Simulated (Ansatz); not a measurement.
`BOC(B)O`. Charge 0, multiplicity 1.

```xyz
11

B    -0.012    0.584   -1.568
O    -0.191   -0.370   -0.623
C    -0.412   -0.140    0.871
B     0.694   -1.201    0.599
O    -0.102    1.111    1.283
H     0.436    0.226   -2.615
H    -0.341    1.713   -1.345
H    -1.446   -0.434    1.051
H     1.827   -0.828    0.580
H     0.407   -2.358    0.578
H    -0.860    1.696    1.189
```

(1) What are the harmonic wavenumbers in cm⁻¹ at PBE0-D4/def2-TZVP (Ansatz, finite differences of forces, unscaled)? (Best estimate.)

(2) Is this a minimum?

(3) Give the ideal-gas thermochemistry at 298.15 K and 1 bar (rigid rotor, harmonic oscillator; point group C1, symmetry number 1).

(4) And at 400, 500, 600, 800 and 1000 K?

Results:

(1) Ansatz gave: 72, 154, 246, 356, 389, 456, 519, 670, 756, 820, 966, 999, 1030, 1038, 1125, 1190, 1201, 1252, 1304, 1349, 1474, 2582, 2599, 2685, 2692, 3122, 3825.

(2) Yes, all 27 modes are real.

(3) Zero-point energy 208.6 kJ/mol; H(298) − E = 227.9 kJ/mol; entropy 323.7 J/(mol·K), of which translation 162.1, rotation 105.5, vibration 56.1; G(298) − E = 131.4 kJ/mol. Modes under 100 cm⁻¹ are hindered rotations or soft bends, so the harmonic entropy is rough.

(4) 
```csv
T (K),H − E (kJ/mol),S (J/mol/K),G − E (kJ/mol)
400,239.4,356.7,96.7
500,252.9,386.7,59.5
600,268.1,414.3,19.5
800,302.4,463.6,-68.4
1000,340.8,506.3,-165.5
```
